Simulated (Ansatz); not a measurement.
C₃H₁₂FGeInSi, SMILES `CC[C@@H]([GeH3])[Si@@H](F)[InH2]`, relaxed with RKS PBE0-D4/def2-TZVP in Ansatz 0.2.0 from a GFN2-xTB geometry. The force threshold is 0.005 eV/Å; the program also tests the step.

The species carries charge 0 and has multiplicity 1. In takes the def2 core potential.

Start:

```xyz
19

C    -1.214   -1.190   -0.317
C    -0.917    0.175   -0.920
C    -0.096    1.068    0.010
Ge   -1.011    1.389    1.742
Si    1.687    0.422    0.284
F     1.654   -0.416    1.687
In    2.236   -1.394   -1.478
H    -1.757   -1.813   -1.028
H    -0.291   -1.709   -0.036
H    -1.825   -1.078    0.579
H    -1.864    0.669   -1.158
H    -0.374    0.041   -1.875
H    -0.009    2.051   -0.468
H    -0.402    2.575    2.422
H    -0.950    0.237    2.686
H    -2.459    1.702    1.490
H     2.587    1.518    0.673
H     2.224   -3.134   -1.150
H     2.780   -1.113   -3.144
```

Task: How much energy does the relaxation release, and in how many steps? (Best estimate.)

Result: Computed: 23.38 kJ/mol, in 24 steps, 1 of them rejected.

Task: Which bonds change most? (Estimate.)

Result: Ansatz gave: C3–Si5 from 1.917 to 1.872 Å; Ge4–H15 from 1.491 to 1.535 Å; Ge4–H14 from 1.496 to 1.538 Å; In7–H18 from 1.770 to 1.729 Å.

Task: Give the relaxed structure. (An estimate is asked.)

Result: Computed: 
```xyz
19

C    -1.382   -1.298   -0.179
C    -0.999    0.017   -0.837
C    -0.077    0.902    0.011
Ge   -0.963    1.607    1.630
Si    1.589    0.147    0.406
F     1.463   -0.811    1.703
In    2.513   -1.204   -1.597
H    -2.013   -1.897   -0.839
H    -0.502   -1.897    0.076
H    -1.934   -1.136    0.750
H    -1.909    0.571   -1.095
H    -0.507   -0.191   -1.798
H     0.175    1.807   -0.560
H    -0.078    2.698    2.257
H    -1.224    0.514    2.676
H    -2.312    2.225    1.210
H     2.506    1.251    0.817
H     2.851   -2.897   -1.520
H     2.801   -0.408   -3.111
```
